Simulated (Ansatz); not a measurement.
Job for Ansatz (a program for electronic structure): R-PBE0/def2-TZVPPD on C4H4O (a complex), monomers drawn apart or pushed together. Files ending in .json are basis or fitting sets from the Basis Set Exchange.

Ansatz 0.2 input:
```yaml
crystal:
  periodic: [false, false, false]
  atoms:
    - {symbol: C, position_ang: [0.24369359, -0.63466731, 0.33126368]}
    - {symbol: O, position_ang: [0.74888042, 0.37026821, 0.37715518]}
    - {symbol: C, position_ang: [0.38378799, 1.18057682, 4.15474494]}
    - {symbol: C, position_ang: [-0.24104818, 0.04136479, 4.12978765]}
    - {symbol: C, position_ang: [-0.86327747, -1.09962226, 4.08776794]}
    - {symbol: H, position_ang: [0.79873388, 1.61052875, 3.24994343]}
    - {symbol: H, position_ang: [0.50993753, 1.73569146, 5.07699618]}
    - {symbol: H, position_ang: [-1.93168059, -1.15255142, 3.91291977]}
    - {symbol: H, position_ang: [-0.33399273, -2.03538833, 4.22573016]}
basis:
  gaussian:
    orbitals: def2-TZVPPD.json
hamiltonian:
  xc: {name: PBE0}
scf: {lower_state_search: off}
```

What total energy does the run end on?

-229.7832 hartree.
